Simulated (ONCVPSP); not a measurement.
## Before and after: ONCV potential for scandium

```
Element                 : Sc (Z = 21)
Generator               : ONCVPSP 4.0.1
Type                    : optimised norm-conserving Vanderbilt (ONCV)
Functional              : LDA (Perdew-Wang 92)
Relativity              : scalar-relativistic
Frozen core             : [Ne]
Valence charge          : 11
Reference configuration : 3s2 3p6 3d1 4s1 (charge +1)
Partial waves           : 3s+4s: rc 2.05 bohr, ncon 4, nbas 8, qcut 7 1/bohr, 2 projectors; 3p: rc 1.20 bohr, ncon 4, nbas 9, qcut 5.8 1/bohr, 3 projectors, debl 2.2 Ha; 3d: rc 1.60 bohr, ncon 4, nbas 9, qcut 10.9 1/bohr, 2 projectors, debl 2.2 Ha
Local potential         : polynomial inside 1.15 bohr (lpopt 3, dvloc0 0 Ha)
Core correction         : Teter function, fcfact 2.5, rcfact 1.45
```

Change: s: qcut 6.2; p: qcut 5.1; d: qcut 9.6.

Cutoffs: the cutoffs (Ha) at which the residual kinetic energy of the hardest occupied pseudo-wave falls to 1 and 0.1 mHa per electron; they do not see the model core or the augmentation charge, which bear on the density cutoff. Errors are all-electron minus pseudo energies relative to the spin-unpolarised reference configuration.

Task: What does the change do?

Result: The potential gets neither clearly harder nor softer (38 Ha and 44 Ha → 33 Ha and 55 Ha); the d channel sets the loose cutoff, while the largest relative change is in s, which becomes softer; of the 4 tests that both files solve, the error grows in 2 and shrinks in 0 by more than 15 % and 0.3 meV (median size 1.1 → 1.3 meV); neither file shows a bound ghost.

```csv
quantity,base,changed
"cutoff, loose",38 Ha,33 Ha
"cutoff, tight",44 Ha,55 Ha
loose cutoff by channel,"s 10 Ha, p 16 Ha, d 38 Ha","s 6.6 Ha, p 21 Ha, d 33 Ha"
bound ghosts,none,none
GHOST(+) flags under 300 eV,none,none
"error for 3s2 3p6 3d1 4s2, meV [ΔE -7.06 eV]",+0.3,+0.2
"error for 3s2 3p6 3d1 4s0, meV [ΔE 12.96 eV]",-1.4,-1.6
"error for 3s2 3p6 3d0 4s0, meV [ΔE 38.05 eV]",+29,+37
"error for 3s2 3p6 3d1.5 4s1.5, meV [ΔE -6.41 eV]",+0.8,+1.1
s: phases at 2.08 bohr within 0.05 rad from the reference energy up to (Ha; the scan ends near 5),4.4,4.1
p: phases at 1.22 bohr within 0.05 rad from the reference energy up to (Ha; the scan ends near 5),to the end of the scan,to the end of the scan
d: phases at 1.63 bohr within 0.05 rad from the reference energy up to (Ha; the scan ends near 5),to the end of the scan,to the end of the scan
"rms error of d²Exc/dni dnj with the model core, mHa",0.82,0.87
```
